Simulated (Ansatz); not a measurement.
C3H6BNO (`BC(=C=N)OC`), relaxed with RKS PBE0-D4/def2-TZVP in Ansatz from a PBE-D4/def2-SVP geometry. The force threshold is 0.005 eV/Å; the program also tests the step.

The species carries charge 0 and has multiplicity 1.

Start:

```xyz
12

B    -0.378    0.965    1.870
C    -0.039    0.337    0.528
C    -1.062   -0.360   -0.035
N    -2.080   -0.808   -0.555
O     1.218    0.427   -0.025
C     1.384   -0.176   -1.292
H     0.476    1.581    2.479
H    -1.502    0.839    2.314
H    -2.348   -1.789   -0.374
H     2.439   -0.025   -1.589
H     1.172   -1.272   -1.260
H     0.720    0.283   -2.062
```

Task: How much energy does the relaxation release, and in how many steps? (Best estimate.)

Result: The calculation gave: 6.71 kJ/mol, in 11 steps, 3 of them rejected.

Task: Which bonds change most? (An estimate is asked.)

Result: Computed: C2–C3 from 1.360 to 1.338 Å; B1–H7 from 1.217 to 1.195 Å; B1–H8 from 1.215 to 1.194 Å; C6–H11 from 1.117 to 1.098 Å.

Task: Give the relaxed structure. (Estimate.)

Result: The calculation gave: 
```xyz
12

B    -0.375    0.962    1.861
C    -0.038    0.331    0.533
C    -1.047   -0.334   -0.040
N    -2.032   -0.799   -0.568
O     1.214    0.408   -0.016
C     1.355   -0.186   -1.283
H     0.463    1.557    2.469
H    -1.488    0.849    2.279
H    -2.274   -1.770   -0.381
H     2.388   -0.031   -1.592
H     1.150   -1.263   -1.243
H     0.684    0.275   -2.018
```
